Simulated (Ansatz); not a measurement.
`[NH2][Cd][Br]` + HBr → `[Br][Cd][Br]` + NH₃ at 400 K and 1 bar (ligand exchange at a Cd–N bond).

Computed with Ansatz on PBE0-D4/def2-TZVP structures; ΔE is electronic, products minus reactants. CBS: MP2 limit from def2 TZ/QZ plus the TZ coupled-cluster correction, frozen cores. This one scheme is used for every species. Elements past krypton have def2 core potentials. For Br, Cd outer-core shells are correlated without core-valence functions, which leaves a few kJ/mol of doubt a bond. Scalar relativity is left out up to krypton. Each species was taken in one conformer, which may not be the lowest.

| species | CCSD(T)/CBS energy (Eh) | H − E (kJ/mol) | S (J/(mol·K)) |
| --- | --- | --- | --- |
| `[NH2][Cd][Br]` | -2796.98951 | 90.1 | 337.4 |
| HBr | -2573.91920 | 27.6 | 207.2 |
| `[Br][Cd][Br]` | -5314.45893 | 25.5 | 327.4 |
| NH₃ | -56.50880 | 104.2 | 203.1 |

H − E and S are ideal-gas, rigid-rotor, harmonic terms from PBE0-D4/def2-TZVP, for one conformer and one mirror image of each species. 1 Eh = 2625.50 kJ/mol, R = 8.31446 J/(mol·K).

Task: By hand: ΔE, ΔH, ΔS and ΔG.

Result: ΔE = (-5314.45893) + (-56.50880) − (-2796.98951) − (-2573.91920) = -0.05902 Eh = -155.0 kJ/mol. Δ(H − E) = 25.5 + 104.2 − 90.1 − 27.6 = 12.0, so ΔH = -143.0 kJ/mol. ΔS = 327.4 + 203.1 − 337.4 − 207.2 = -14.1 J/(mol·K). ΔG = -143.0 − 400 × (-14.1)/1000 = -137.4 kJ/mol.

Task: By hand: the equilibrium constant, and the temperature at which ΔG would vanish if ΔH and ΔS stayed fixed.

Result: log₁₀ K = −ΔG/(RT ln 10) = 17.9. ΔG = 0 at ΔH/ΔS = 10142 K, far beyond where these terms or the molecules hold.

The number of gas molecules stays the same, so ΔS is small and ΔH decides. A doubt of 5 kJ/mol in ΔE shifts log₁₀ K by 0.7 here. Other conformers and mirror images would add mixing entropy, several J/(mol·K) or more a flexible species. These are equilibria of isolated gas molecules and say nothing of rates. Largest T1 diagnostic: 0.012 (customary marks: 0.02 for closed shells, 0.045 for open ones).
